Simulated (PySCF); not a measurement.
SMILES CC(C)(C)[Se]S (C4H10SSe) (GFN2-xTB optimised geometry):

```
16

Se     0.095    -1.843     0.000
C     -0.321     0.162     0.000
C      0.277     0.769    -1.256
C     -1.839     0.249    -0.004
C      0.270     0.780     1.255
H      0.079     1.840    -1.282
H     -0.155     0.316    -2.146
H      1.356     0.622    -1.281
H     -2.252    -0.251    -0.880
H     -2.257    -0.217     0.887
H     -2.148     1.293    -0.025
H     -0.138     0.310     2.148
H      1.354     0.674     1.265
H      0.035     1.843     1.288
S      2.257    -1.843     0.000
H      2.449    -1.936     1.321
```

Level of theory: PySCF 2.14.0 with PBE0/def2-TZVP.

Task: What are the frontier orbital energies and the dipole moment?

Result: HOMO-2 -8.86 eV, HOMO-1 -7.10 eV, HOMO -6.55 eV, LUMO -0.72 eV, LUMO+1 0.34 eV; dipole moment 2.03 D.

Meta-Löwdin charges at PBE0/def2-TZVP: Se1 0.04, C2 0.03, C3 -0.35, C4 -0.35, C5 -0.35, H6 0.11, H7 0.12, H8 0.12, H9 0.12, H10 0.12, H11 0.12, H12 0.12, H13 0.12, H14 0.11, S15 -0.17, H16 0.10.
